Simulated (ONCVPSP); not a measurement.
## Varying the ONCV potential for W (Z = 74)

Base potential:

| Item | Value |
| --- | --- |
| Element | tungsten (W) |
| Generator | ONCVPSP 4.0.1 |
| Type | optimised norm-conserving Vanderbilt (ONCV) |
| Functional | PBEsol |
| Relativity | scalar-relativistic |
| Frozen core | [Kr] 4d10 4f14 |
| Valence charge | 14 |
| Reference configuration | 5s2 5p6 5d4 6s1 (charge +1) |
| Partial waves | 5s+6s: rc 1.50 bohr, ncon 4, nbas 7, qcut 8.1 1/bohr, 2 projectors; 5p: rc 1.90 bohr, ncon 5, nbas 10, qcut 7.7 1/bohr, 2 projectors, debl 1.9 Ha; 5d: rc 1.50 bohr, ncon 4, nbas 8, qcut 5.6 1/bohr, local |
| Local potential | the d channel |
| Core correction | Teter function, fcfact 1.5, rcfact 1.25 |

All-electron outer shells of the reference configuration (PBEsol, scalar-relativistic, ld1.x):

| shell | level (eV) | outermost node (bohr) | outermost maximum (bohr) |
| --- | --- | --- | --- |
| 5s | -86.62 | 0.53 | 0.96 |
| 5p | -50.75 | 0.57 | 1.09 |
| 4f | -40.74 | – | 0.43 |
| 6s | -12.22 | 1.28 | 2.58 |
| 5d | -11.77 | 0.63 | 1.49 |

Cutoffs, loose and tight: the cutoffs (Ha) at which the residual kinetic energy of the hardest occupied pseudo-wave falls to 1 and 0.1 mHa per electron. They do not see the model core or the augmentation charge, which bear on the density cutoff. Test errors are all-electron minus pseudo excitation energies from the reference, over the configurations 5s2 5p6 5d4 6s2; 5s2 5p6 5d4 6s0; 5s2 5p6 5d3 6s0; 5s2 5p6 5d3 6s2 6p1. A dash means not determined; rows that change the core or the reference have their own tests.

```tsv
change	outcome	cutoff, loose	cutoff, tight	bound ghosts	GHOST(+) flags above zero	largest test error (meV)
base	generated	25 Ha	29 Ha	none	s	-7.5
d: qcut 8.1	generated	25 Ha	29 Ha	none	s	-7.5
core correction Teter function, fcfact 1.5, rcfact 1.3	generated	25 Ha	29 Ha	none	s	-7.4
core correction Teter function, fcfact 4.25, rcfact 1.3	generated	25 Ha	29 Ha	none	s	-7.3
```

Q: What comes out with this change to the base: s: qcut 11.7; p: qcut 11.1; d: qcut 8.1?

A: outcome: failed: ERROR pspot: first pseudo wave function has node, program will stop. Cause: the optimised pseudo-wave of the first projector has a node, so the radial equation cannot be inverted for a potential.

Q: What comes out with this change to the base: s: ncon 3, nbas 6?

A: outcome: generated; cutoff, loose: 24 Ha; cutoff, tight: 28 Ha; bound ghosts: none; GHOST(+) flags above zero: none; largest test error (meV): -7.5.

Q: What comes out with this change to the base: s: qcut 6.6?

A: outcome: generated; cutoff, loose: 21 Ha; cutoff, tight: 49 Ha; bound ghosts: none; GHOST(+) flags above zero: none; largest test error (meV): -7.8.
